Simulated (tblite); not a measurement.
C3H11NSi2 (charge +1 and doublet state).
Cartesian coordinates in Å at the GFN2-xTB level; atoms count from 1:
```xyz
17
C3H11NSi2 angstrom
C      2.4835   -0.2574   -0.3804
Si     0.9598    0.2012    0.6341
C     -0.4097   -1.2580    0.3195
C     -1.7469   -0.6833    0.2098
Si    -1.6731    1.2024   -0.4960
N     -0.0266    1.4693   -0.0362
H      2.9077   -1.2073   -0.0653
H      2.2617   -0.3265   -1.4442
H      3.2567    0.4965   -0.2552
H      1.0679    0.3429    2.0846
H     -0.2628   -1.8668    1.2054
H     -0.0905   -1.7816   -0.5745
H     -2.3682   -1.1660   -0.5384
H     -2.2624   -0.6214    1.1623
H     -2.6477    1.9717    0.2653
H     -1.8295    1.1099   -1.9443
H      0.3732    2.3863   -0.1564
```

The geometry is computed with GFN2-xTB (gas phase). This method treats the open shell by occupation alone, without spin polarisation.

Masses are those of the commonest isotopes; rigid-rotor values at the optimised geometry. The values belong to one conformer with, in the numbering `[CH3:1][Si@@H:2]1[CH2:3][CH2:4][SiH2:5][NH+:6]1`, C1–Si2–C3–C4 -141°, Si2–C3–C4–Si5 28°, C3–C4–Si5–N6 -22°, C4–Si5–N6–Si2 5°.

(1) Give the principal moments of inertia and the rotational constants in MHz.

(2) What kind of rotor is it?

(3) Is it planar, by Δ = Ic − Ia − Ib?

(4) Estimate the classical rotational partition function at 50 K, 200 K and 298.15 K.

Answers

(1) Ia = 132.58, Ib = 301.89, Ic = 377.96 u·Å²; 505379 MHz·u·Å²/I gives A = 3812, B = 1674, C = 1337 MHz.

(2) An asymmetric top; Ray's κ = -0.728.

(3) Not planar: Δ = Ic − Ia − Ib = -56.51 u·Å². For a rigid frame Δ = −2 Σ m c², so Σ m c² = 28.25 u·Å² lies off the ab plane: 13.85 from hydrogen and 14.40 from heavier atoms. The atom farthest from that plane is 1.93 Å away.

(4) Point group C1, symmetry number σ = 1; q = (√π/σ)·√((kT/h)³/(ABC)), k/h = 20836.6 MHz/K: 20400 at 50 K, 163000 at 200 K, 297000 at 298.15 K.

For this open shell read J as N, the rotation without spin; fine and hyperfine splittings come on top. Its GFN2-xTB frequencies are all real (lowest 60 cm⁻¹). No vibrational averaging or centrifugal distortion is included, and the geometry carries the error of its method.
